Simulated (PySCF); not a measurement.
# Working out the ionisation energy of Pd

Pd [Kr] 4d10 (1S) → Pd⁺ [Kr] 4d9 (2D). All numbers are calculated (PySCF 2.14, scalar relativity through the core potential, in cc-pVTZ-PP with ECP28MDF (5s5p4d2f1g, 63 functions)). Frozen: 4s2 4p6. Energies in hartree (1 hartree = 27.21139 eV):

```
             part   Pd (lower)  Pd⁺ (upper)
              UHF  -126.609012  -126.379654
MP2 opposite-spin    -0.237195    -0.183901
    MP2 same-spin    -0.131025    -0.102459
```

Question: What does Hartree-Fock give?

Answer: (-126.379654) − (-126.609012) = 0.229358 hartree = 6.241 eV.

Question: What do MP2 and SCS-MP2 (6/5 opposite-spin, 1/3 same-spin) give?

Answer: The opposite-spin parts differ by 1.450 eV and the same-spin parts by 0.777 eV. MP2: 6.241 + (1.450) + (0.777) = 8.468 eV. SCS-MP2: 6.241 + 1.2 × (1.450) + (0.777)/3 = 8.240 eV.

Measured between the centres of the two terms (NIST): 8.512 eV, so MP2 (valence) is off by -0.044 eV.

What remains against the reference includes basis incompleteness, the frozen core and correlation beyond second order.
